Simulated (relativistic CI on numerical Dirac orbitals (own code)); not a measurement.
Method of calculation: Dirac-Coulomb-Breit CI, orbitals from a KLI potential per configuration, a model potential for QED, unscaled Slater integrals (own radial code, finite nucleus).

The strongest absorption lines from the ground level of an ion, among the configurations computed and to levels below about 14800 eV (vacuum wavelength in Å, gf): 0.8377 (0.044), 0.8420 (0.026), 0.9288 (0.1), 0.9391 (0.065), 1.2140 (0.37), 1.2569 (0.27), 9.2055 (0.23), 70.023 (0.013).

Problem. Which ion is it?
A. Gd⁶¹⁺
B. Pb⁷⁹⁺
C. Ce⁵⁵⁺
D. Yb⁶⁷⁺

Solution. D. Yb⁶⁷⁺ has 3 electrons and the ground level 2s ²S1/2; the strongest line goes to 3p ²P°3/2. The pattern of lines fixes the number of electrons, and along that sequence the line energies rise steadily with the charge (about as its square where n changes within one kind of shell, about linearly where n is kept but much faster in heavy ions where fine structure, which grows about as Z⁴, sets the gap, and irregularly where shells cross), which fixes Z. Configurations outside the model, such as inner-shell arrays, can give stronger lines. At this charge energies of transitions that change n are usually good to better than 1 %, and those within a shell (Δn = 0) to a few per cent.
